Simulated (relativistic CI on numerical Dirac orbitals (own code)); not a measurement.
## Er49+: q coefficients and field-shift factors

Calculated at this level of theory: Dirac-Coulomb-Breit CI, KLI orbitals optimised for each configuration, derivatives by finite differences, unscaled Slater integrals, QED left out (own radial code, finite nucleus).

Configuration list (outside the closed core [Ne]): 3s2.3p6.3d, 3s2.3p5.3d2, 3s.3p6.3d2, 3s2.3p6.4s, 3s2.3p6.4p, 3p6.3d3, 3p5.3d4. Double excitations out of closed p, d and f shells are left out; levels of such configurations are missing from the list, as are those of other unlisted configurations, and high levels can miss mixing partners.

With x = (α/α₀)² − 1 an excitation energy changes as ω = ω₀ + qx; K = 2q/ω₀ is the relative enhancement. Terms are leading LS components, so labels can repeat. The field-shift factor is F = δν/δ⟨r²⟩ for the transition from the lowest level.

Lowest level 3s2.3p6.3d 2D_3/2.

| Level | ω₀ (cm⁻¹) | q (cm⁻¹) | K | F (GHz/fm²) |
| --- | --- | --- | --- | --- |
| 3s2.3p6.3d 2D_5/2 | 417166 | 421900 | 2.02 | 7.46 |
| 3s2.3p5.3d2 4D°_3/2 | 1824144 | 100100 | 0.11 | 12.8 |
| 3s2.3p5.3d2 4D°_1/2 | 1829184 | 127000 | 0.139 | 13 |
| 3s2.3p5.3d2 4F°_5/2 | 1875372 | 102000 | 0.109 | 13 |
| 3s2.3p5.3d2 2G°_7/2 | 1898324 | 89390 | 0.0942 | 12.8 |
| 3s2.3p5.3d2 2P°_3/2 | 2054352 | 129500 | 0.126 | 13.4 |
| 3s2.3p5.3d2 4D°_5/2 | 2201143 | 510100 | 0.463 | 20 |
| 3s2.3p5.3d2 4G°_9/2 | 2236915 | 503300 | 0.45 | 20.2 |
| 3s2.3p5.3d2 4F°_7/2 | 2255220 | 518000 | 0.459 | 20.5 |
| 3s2.3p5.3d2 4D°_3/2 | 2283799 | 520700 | 0.456 | 19.8 |
| 3s2.3p5.3d2 4P°_5/2 | 2299731 | 516000 | 0.449 | 20.3 |
| 3s2.3p5.3d2 2H°_11/2 | 2315151 | 510300 | 0.441 | 20.7 |
| 3s2.3p5.3d2 2G°_7/2 | 2326305 | 509700 | 0.438 | 20.3 |
| 3s2.3p5.3d2 4P°_1/2 | 2373355 | 519200 | 0.438 | 19.9 |
| 3s2.3p5.3d2 2F°_7/2 | 2404291 | 518400 | 0.431 | 20.9 |
| 3s2.3p5.3d2 4D°_5/2 | 2419746 | 517300 | 0.428 | 20.8 |
| 3s2.3p5.3d2 2G°_9/2 | 2441572 | 523600 | 0.429 | 21.1 |
| 3s2.3p5.3d2 4S°_3/2 | 2442196 | 524300 | 0.429 | 20.7 |
| 3s2.3p5.3d2 2D°_3/2 | 2571424 | 562700 | 0.438 | 13.2 |
| 3s2.3p5.3d2 2F°_5/2 | 2637376 | 545500 | 0.414 | 18.7 |
| 3s2.3p5.3d2 4G°_11/2 | 2661898 | 902300 | 0.678 | 27.6 |
| 3s2.3p5.3d2 2P°_1/2 | 2686039 | 555100 | 0.413 | 16.7 |
| 3s2.3p5.3d2 2D°_5/2 | 2712071 | 920800 | 0.679 | 27.4 |

At this charge energies of transitions that change n are usually good to better than 1 %, and those within a shell (Δn = 0) to a few per cent.
